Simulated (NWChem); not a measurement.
Species: CHClF$_{2}$; SMILES C(F)(F)Cl

```xyz
5

F     -0.1453     1.0385     1.0910
C      0.3716     0.4541     0.0000
F     -0.1453     1.0385    -1.0910
Cl    -0.0564    -1.2903     0.0000
H      1.4586     0.5440     0.0000
```
Atoms are numbered in this order, from 1.

Results from NWChem. Coordinates come from a B3LYP/6-31G* (spherical d) optimisation. Core excitations by TDA in a window of 1s orbitals, non-relativistic and unshifted: absolute energies depend strongly on the exact-exchange share.

### Question
What does the run give for Cl K edge, BHandHLYP/def2-TZVP? Quantities: first 1s excitation (eV); dipole oscillator strength of the first; first state with f > 0.002 (eV); dipole oscillator strength of that state.

### Answer
```
Item                                      Result
----------------------------------------  ------
first 1s excitation (eV)                  2792.2
dipole oscillator strength of the first   0.0061
first state with f > 0.002 (eV)           2792.2
dipole oscillator strength of that state  0.0061
```
